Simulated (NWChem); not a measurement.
System: CH₄SSi, singlet; SMILES S[Si]C

```xyz
7

Si    -0.7383    -0.5504     0.2999
C      0.8269    -1.6335     0.0246
H      1.2003    -1.9386     1.0145
H      1.6572    -1.1742    -0.5222
H      0.5394    -2.5621    -0.4863
S      0.1807     1.3369    -0.2282
H     -0.8842     2.1410    -0.0124
```
Atoms are numbered in this order, from 1.

Program: NWChem. Low-valent species are run as closed-shell singlets; no triplet was tried in these runs. Structure relaxed at the B3LYP/6-31G* (spherical d) level. Vzz is the largest principal value of the second derivative of the potential at the nucleus (NWChem prints the opposite sign); η is the asymmetry. Non-relativistic.

| level | Vzz S6 (a.u.) | η S6 | relative time |
|---|---|---|---|
| PBE0/cc-pVTZ | 1.408 | 0.34 | 10 |
| PBE0/def2-TZVP | 1.577 | 0.31 | 3 |
| PBE/def2-TZVP | 1.516 | 0.25 | 5 |
| PBE/def2-SVP | 1.445 | 0.32 | 1 |

The last column is a rough cost ratio, cheapest run = 1.
